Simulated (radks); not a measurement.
Results of a calculation; reference values are marked as such.
Charge is removed step by step from the 2s1/2 level of neutral technetium, starting from [Kr] 4d5 5s2. Level of theory: Dirac Kohn-Sham, LDA (Slater exchange, Perdew-Wang correlation), spin-unpolarised, spherical densities, point nucleus; open shells are shared between the two j in proportion to 2j + 1 (a radial shooting solver on a logarithmic mesh with Libxc functionals).

| removed (e) | E - E(0) (eV) | eigenvalue (eV) | E minus straight line (eV) |
|---|---|---|---|
| 0 | 0.000 | -2972.0 | 0.000 |
| 0.125 | 372.22 | -2983.5 | -5.122 |
| 0.25 | 745.88 | -2995.1 | -8.796 |
| 0.375 | 1121.0 | -3006.8 | -11.015 |
| 0.5 | 1497.6 | -3018.5 | -11.771 |
| 0.625 | 1875.6 | -3030.3 | -11.054 |
| 0.75 | 2255.2 | -3042.2 | -8.859 |
| 0.875 | 2636.2 | -3054.1 | -5.176 |
| 1 | 3018.7 | -3066.1 | 0.000 |

Removing the whole electron costs 3018.7 eV by Delta-SCF, against 2972.0 eV from minus the eigenvalue at the starting occupation. Slater's transition state (half an electron removed) gives 3018.5 eV. Integrating minus the eigenvalue over the occupation (Janak's theorem) gives 3018.7 eV. The mean slope of the eigenvalue, de/dn, is 94.1 eV per electron.
